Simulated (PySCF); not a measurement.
**EPR parameters of [C5H4OS]-**

Compound: C5H4OS (charge -1 and doublet state).
Structure used (GFN2-xTB), in Å, numbered top down from 1:
```
atom  x, y, z in Å
O1     2.9749   -0.3494   -0.0924
C2     2.0670    0.3952    0.3475
C3     0.6942    0.2250    0.1738
C4    -0.0180   -0.7809   -0.5076
C5    -1.3932   -0.6201   -0.4671
C6    -1.8087    0.4885    0.2306
S7    -0.4536    1.3875    0.8727
H8     2.3449    1.2973    0.9429
H9     0.4963   -1.5849   -1.0044
H10   -2.0939   -1.2983   -0.9365
H11   -2.8045    0.8428    0.4146
```

The hyperfine couplings belong to this conformer and change with its torsions.

Identity: `[O-][CH]c1cccs1` [radical] (charge -1).

Theory: UKS B3LYP, pcH-1 on C H O S, non-relativistic, mean-field spin-orbit, GIAO (PySCF 2.14.0). Whether the extra electron is bound in the gas phase wasn't checked; a finite basis holds it in any case. The geometry wasn't refined by DFT: couplings that depend on bond lengths, twists or pyramidal angles can differ widely from those at the functional's own minimum, by a factor of two or more for some ions and for spin on atoms past the first row. Stability of the SCF solution: not tested.

- g1, g2, g3: 2.00204, 2.00466, 2.00837
- g_iso: 2.00502
- Form of g: rhombic: the two nearest values differ by 41 % of g3 − g1
- ⟨S²⟩: 0.7634 (exact 0.7500)
- HOMO–LUMO gap, α and β orbitals: 3.47, 4.70 eV

Isotropic coupling and dipolar principal values T1 to T3, in MHz:

```csv
atom,isotope,a_iso,of which spin–orbit,T1,T2,T3,Mulliken spin population
O1,17O,-19.2,-0.1,-74.5,36.4,38.1,0.22
C2,13C,4.4,0.0,-18.2,-15.5,33.7,0.18
C3,13C,-10.4,0.2,-8.7,-6.2,14.9,0.05
C4,13C,18.2,-0.1,-19.6,-19.5,39.0,0.26
C5,13C,-23.1,0.0,-13.6,6.0,7.6,-0.11
C6,13C,31.4,0.2,-28.0,-26.6,54.6,0.31
S7,33S,5.2,-0.4,-16.4,-14.5,30.9,0.13
H8,1H,-16.3,0.0,-7.8,-2.8,10.7,-0.01
H9,1H,-17.1,0.0,-8.3,-0.8,9.1,-0.01
H10,1H,4.9,0.0,-2.7,0.0,2.7,0.00
H11,1H,-22.6,0.1,-13.7,0.1,13.6,-0.02
```

Largest spin populations (Mulliken): C6 (+0.31), C4 (+0.26), O1 (+0.22) and C2 (+0.18). Four atoms exceed +0.15. The positive populations add up to 1.16 and the negative ones to -0.16, together 2S = 1.

The SMILES `[O-][CH]c1cccs1` draws the unpaired electron on C2, whose computed spin population is only +0.18.

Axes: g1 is normal to the molecular plane and g3 points within 5° of the C4–C5 bond.

Under fast tumbling the dipolar parts average out, and these isotropic splittings remain: 1 × 1H (H11, I = 1/2, 2 lines) with 0.81 mT, 1 × 1H (H9, I = 1/2, 2 lines) with 0.61 mT, 1 × 1H (H8, I = 1/2, 2 lines) with 0.58 mT and 1 × 1H (H10, I = 1/2, 2 lines) with 0.17 mT.

The 13C coupling of C6 (31.4 MHz) shows only in satellite lines or after enrichment, since that isotope makes up about 1.07 % of natural carbon.

The 17O coupling of O1 (-19.2 MHz) shows only in satellite lines or after enrichment, since that isotope makes up about 0.038 % of natural oxygen.
